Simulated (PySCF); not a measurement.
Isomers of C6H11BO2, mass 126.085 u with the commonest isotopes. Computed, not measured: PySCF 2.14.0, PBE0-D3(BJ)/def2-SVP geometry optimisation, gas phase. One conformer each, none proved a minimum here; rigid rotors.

Question: Order these by radius of gyration √(Σ m r²/M), largest first.
A. `[CH2:1]=[C:2]([CH3:3])[C@H:4]1[CH2:5][CH2:6][O:7][BH:8][O:9]1` with C1–C2–C4–C5 -117°, C2–C4–C5–C6 176°, C4–C5–C6–O7 -52°, C5–C6–O7–B8 26°, C6–O7–B8–O9 1°
B. `[CH3:1][C:2]([CH3:3])([CH3:4])[C:5]#[C:6][B:7]([OH:8])[OH:9]` with C6–B7–O8–H 180°, C6–B7–O9–H 180°
C. `[CH2:1]=[CH:2][CH2:3][C@@H:4]1[CH2:5][CH2:6][O:7][BH:8][O:9]1` with C1–C2–C3–C4 -107°, C2–C3–C4–C5 -61°, C3–C4–C5–C6 -173°, C4–C5–C6–O7 52°, C5–C6–O7–B8 -26°, C6–O7–B8–O9 -1°

Answer: B (2.602 Å), C (2.286 Å), A (2.113 Å).

Question: Order these by rotational constant C, smallest first.
A. `[CH2:1]=[CH:2][CH2:3][C@@H:4]1[CH2:5][CH2:6][O:7][BH:8][O:9]1` with C1–C2–C3–C4 -107°, C2–C3–C4–C5 -61°, C3–C4–C5–C6 -173°, C4–C5–C6–O7 52°, C5–C6–O7–B8 -26°, C6–O7–B8–O9 -1°
B. `[CH2:1]=[C:2]([CH3:3])[C@H:4]1[CH2:5][CH2:6][O:7][BH:8][O:9]1` with C1–C2–C4–C5 -117°, C2–C4–C5–C6 176°, C4–C5–C6–O7 -52°, C5–C6–O7–B8 26°, C6–O7–B8–O9 1°
C. `[CH3:1][CH:2]([CH3:3])[C:4]1=[CH:5][O:6][BH2-:7][O+:8]=[CH:9]1` with C1–C2–C4–C5 -106°, C4–C5–O6–B7 16°, C5–O6–B7–O8 -40°, O6–B7–O8–C9 39°, C2–C4–C9–O8 178°
D. `[CH3:1][C:2]([CH3:3])([CH3:4])[C:5]#[C:6][B:7]([OH:8])[OH:9]` with C6–B7–O8–H 180°, C6–B7–O9–H 180°

Answer: D (633.4 MHz), A (790.9 MHz), B (928.1 MHz), C (983.5 MHz).

Question: Order these by rotational constant B, largest first.
A. `[CH2:1]=[CH:2][CH2:3][C@@H:4]1[CH2:5][CH2:6][O:7][BH:8][O:9]1` with C1–C2–C3–C4 -107°, C2–C3–C4–C5 -61°, C3–C4–C5–C6 -173°, C4–C5–C6–O7 52°, C5–C6–O7–B8 -26°, C6–O7–B8–O9 -1°
B. `[CH2:1]=[C:2]([CH3:3])[C@H:4]1[CH2:5][CH2:6][O:7][BH:8][O:9]1` with C1–C2–C4–C5 -117°, C2–C4–C5–C6 176°, C4–C5–C6–O7 -52°, C5–C6–O7–B8 26°, C6–O7–B8–O9 1°
C. `[CH3:1][C:2]([CH3:3])([CH3:4])[C:5]#[C:6][B:7]([OH:8])[OH:9]` with C6–B7–O8–H 180°, C6–B7–O9–H 180°
D. `[CH3:1][CH:2]([CH3:3])[C:4]1=[CH:5][O:6][BH2-:7][O+:8]=[CH:9]1` with C1–C2–C4–C5 -106°, C4–C5–O6–B7 16°, C5–O6–B7–O8 -40°, O6–B7–O8–C9 39°, C2–C4–C9–O8 178°

Answer: B (1174 MHz), D (1065 MHz), A (910.0 MHz), C (675.0 MHz).

```csv
SMILES,point group,Ia (u·Å²),Ib (u·Å²),Ic (u·Å²),κ,μa (D),μb (D),μc (D)
C=CC[C@@H]1CCOBO1,C1,123.29,555.37,639.02,-0.93,1.88,2.25,0.12
CC(C)(C)C#CB(O)O,near Cs,160.29,748.67,797.84,-0.97,1.72,0.02,0.03
C=C(C)[C@H]1CCOBO1,C1,150.90,430.33,544.53,-0.80,1.38,2.90,0.14
CC(C)C1=CO[BH2-][O+]=C1,C1,157.60,474.74,513.85,-0.93,4.95,0.75,0.75
```
